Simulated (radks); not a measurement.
Problem. All-electron atom: Ru2+ in [Kr] 4d6. All-electron calculation, Dirac Kohn-Sham, LDA (Slater exchange, Perdew-Wang correlation), spin-unpolarised, spherical densities, point nucleus; open shells fill j = l - 1/2 first. Program: a radial shooting solver on a logarithmic mesh with Libxc functionals.

Spin-orbit splittings of the eigenvalues, e(l+1/2) - e(l-1/2), with zeta = 2 splitting/(2l+1) and mean radii in bohr:

| shell | occ. | splitting (eV) | zeta (eV) | <r> j=l-1/2 | <r> j=l+1/2 |
|---|---|---|---|---|---|
| 2p | 6 | 130.7 | 87.14 | 0.1237 | 0.1285 |
| 3p | 6 | 22.19 | 14.80 | 0.3961 | 0.4069 |
| 3d | 10 | 4.328 | 1.731 | 0.3824 | 0.3858 |
| 4p | 6 | ? | ? | 1.099 | 1.130 |
| 4d | 6 | 0.3752 | 0.1501 | 1.520 | 1.536 |
| 5p | 0 | 0.3779 | 0.2519 | 3.202 | 3.275 |

Estimate the 4p splitting.

Solution. 3.473 eV (zeta = 2.315 eV).
